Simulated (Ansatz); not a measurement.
Process, species as SMILES: [CH2][GeH]([CH3])[CH3] -> [CH2-][GeH]([CH3])[CH3] (an electron is taken up)

Property: adiabatic electron affinity (0 K, with zero-point energies), in eV. Positive where the reaction releases energy. Conventions: spin-orbit terms left out; non-relativistic; dispersion terms only where a functional's name holds one; open shells spin-unrestricted; LANL2DZ with its own core potentials from Na on; six Cartesian d functions in 6-31G* and its kin unless marked 5d. First-principles rows: single points at B3LYP-D3(BJ) geometries (Ansatz, a quantum-chemistry and plane-wave program), with unscaled harmonic terms from B3LYP/6-31G* (LANL2DZ past Ar) (Ansatz) at its own minima. Anions need diffuse functions, which STO-3G, LANL2DZ, def2-SVP, cc-pVDZ and Pople sets without + lack.

| level | program | adiabatic electron affinity (0 K, with zero-point energies) (eV) |
|---|---|---|
| B3LYP/STO-3G | Ansatz | -4.12 |
| B3LYP/3-21G | Ansatz | -0.14 |
| B3LYP/LANL2DZ | Ansatz | 0.24 |
| B3LYP/6-31G | Ansatz | 0.07 |
| B3LYP/6-31G* | Ansatz | 0.15 |
| B3LYP/6-31G** | Ansatz | 0.17 |
| B3LYP/def2-SVP | Ansatz | 0.35 |
| B3LYP/6-31G* with LANL2DZ past Ar | Ansatz | 0.15 |
| B3LYP/def2-TZVPD | Ansatz | 0.80 |

No value to compare with is used here. The 8 habitual levels span -4.12 (B3LYP/STO-3G) to 0.35 eV (B3LYP/def2-SVP); B3LYP/def2-TZVPD gives 0.80.

The sets are all those run for this method; left out are runs that failed, that the program found above a lower state of the same kind, or whose <S^2> lies over 0.5 above the pure value.
